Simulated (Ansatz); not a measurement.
Geometry optimisation of C2H5FGeO, SMILES `O[C]1(F)[CH2][GeH2]1`.

```yaml
crystal:
  periodic: [false, false, false]
  atoms:
    - {symbol: O, position_ang: [-0.832339, -0.573933, 1.541392]}
    - {symbol: C, position_ang: [0.185868, -0.182772, 0.715408]}
    - {symbol: F, position_ang: [1.397250, -0.081889, 1.375300]}
    - {symbol: C, position_ang: [0.242729, -0.885210, -0.610977]}
    - {symbol: Ge, position_ang: [-0.108627, 1.074320, -0.810521]}
    - {symbol: H, position_ang: [-0.978798, 0.142152, 2.189785]}
    - {symbol: H, position_ang: [1.243319, -1.240980, -0.908298]}
    - {symbol: H, position_ang: [-0.574676, -1.598746, -0.809973]}
    - {symbol: H, position_ang: [-1.543183, 1.425870, -1.244290]}
    - {symbol: H, position_ang: [1.051759, 1.870090, -1.434828]}
basis:
  gaussian: {orbitals: def2-TZVP}
hamiltonian: {xc: pbe0, dispersion: d4}
relax: {f_tol: 0.005, max_steps: 150}
```

```sh
$ ansatz run in.yaml --threads 4 --pin off --events-out ev --progress --plain --max-ram 10444MiB
```

It prints (some lines left out):

```
Functional definition: PBE0
mean field -63424.42960269 eV, -2330.8047972764 hartree, gradient 9.5e-6 eV, S^2 0.000000; 0 other end points of the search recorded, 0 dependent functions left out
relax step   1: F+E_penalty+E_count = -63424.59220712 eV  Δ(F+E_penalty+E_count) = +0.000e0 eV  max|allowed force component| = 6.376e-1 eV/Å  Δτ_max = 0.0000 Å  (32 SCF iters, accepted)
mean field -63424.46744056 eV, -2330.8061877924 hartree, gradient 1.6e-5 eV, S^2 0.000000; 0 other end points of the search recorded, 0 dependent functions left out
relax step   2: F+E_penalty+E_count = -63424.63042605 eV  Δ(F+E_penalty+E_count) = -3.822e-2 eV  max|allowed force component| = 2.744e-1 eV/Å  Δτ_max = 0.0236 Å  (32 SCF iters, accepted)
mean field -63424.47336581 eV, -2330.8064055413 hartree, gradient 1.5e-5 eV, S^2 0.000000; 0 other end points of the search recorded, 0 dependent functions left out
relax step   3: F+E_penalty+E_count = -63424.63662419 eV  Δ(F+E_penalty+E_count) = -6.198e-3 eV  max|allowed force component| = 9.555e-2 eV/Å  Δτ_max = 0.0262 Å  (33 SCF iters, accepted)
mean field -63424.47396508 eV, -2330.8064275642 hartree, gradient 1.5e-5 eV, S^2 0.000000; 0 other end points of the search recorded, 0 dependent functions left out
relax step   4: F+E_penalty+E_count = -63424.63717970 eV  Δ(F+E_penalty+E_count) = -5.555e-4 eV  max|allowed force component| = 3.593e-2 eV/Å  Δτ_max = 0.0062 Å  (33 SCF iters, accepted)
mean field -63424.47413083 eV, -2330.8064336554 hartree, gradient 1.5e-5 eV, S^2 0.000000; 0 other end points of the search recorded, 0 dependent functions left out
relax step   5: F+E_penalty+E_count = -63424.63733340 eV  Δ(F+E_penalty+E_count) = -1.537e-4 eV  max|allowed force component| = 1.156e-2 eV/Å  Δτ_max = 0.0066 Å  (34 SCF iters, accepted)
mean field -63424.47414845 eV, -2330.8064343030 hartree, gradient 1.5e-5 eV, S^2 0.000000; 0 other end points of the search recorded, 0 dependent functions left out
relax step   6: F+E_penalty+E_count = -63424.63736126 eV  Δ(F+E_penalty+E_count) = -2.786e-5 eV  max|allowed force component| = 1.421e-2 eV/Å  Δτ_max = 0.0078 Å  (33 SCF iters, accepted)
mean field -63424.47414706 eV, -2330.8064342518 hartree, gradient 1.5e-5 eV, S^2 0.000000; 0 other end points of the search recorded, 0 dependent functions left out
relax step   7: F+E_penalty+E_count = -63424.63736208 eV  Δ(F+E_penalty+E_count) = -8.256e-7 eV  max|allowed force component| = 1.841e-2 eV/Å  Δτ_max = 0.0035 Å  (35 SCF iters, accepted)
mean field -63424.47416351 eV, -2330.8064348565 hartree, gradient 1.5e-5 eV, S^2 0.000000; 0 other end points of the search recorded, 0 dependent functions left out
relax step   8: F+E_penalty+E_count = -63424.63738082 eV  Δ(F+E_penalty+E_count) = -1.874e-5 eV  max|allowed force component| = 1.291e-3 eV/Å  Δτ_max = 0.0020 Å  (34 SCF iters, accepted)
mean field -63424.47416351 eV, -2330.8064348565 hartree, gradient 1.5e-5 eV, S^2 0.000000; 1 other end points of the search recorded, 0 dependent functions left out
Total energy: -63424.63740903 eV, -2330.8124340184 hartree
Atom 0 at    -0.812218    -0.561263     1.531098 Å, force    -0.000741    -0.000471     0.000483 eV/Å
Atom 1 at     0.187787    -0.163367     0.695918 Å, force     0.001291     0.000270     0.000229 eV/Å
Atom 2 at     1.392882    -0.082770     1.348809 Å, force    -0.000331     0.000005     0.000193 eV/Å
Atom 3 at     0.244856    -0.894477    -0.609572 Å, force    -0.000424    -0.000318    -0.000607 eV/Å
Atom 4 at    -0.106088     1.032303    -0.841314 Å, force     0.000064    -0.000205     0.000331 eV/Å
Atom 5 at    -0.999028     0.149974     2.151893 Å, force     0.000001     0.000170    -0.000373 eV/Å
Atom 6 at     1.229839    -1.246481    -0.896726 Å, force    -0.000029     0.000171    -0.000120 eV/Å
Atom 7 at    -0.560040    -1.599285    -0.788294 Å, force     0.000033     0.000459     0.000181 eV/Å
Atom 8 at    -1.531386     1.437760    -1.198176 Å, force     0.000285    -0.000274     0.000054 eV/Å
Atom 9 at     1.036697     1.876509    -1.390638 Å, force    -0.000149     0.000195    -0.000371 eV/Å
Dipole moment:    -0.207933     0.246485    -0.137528 e Å
```

It took 34 s on 4 threads of an Arm Neoverse V1 on a shared host, with 0.57 GiB of host memory at the peak.
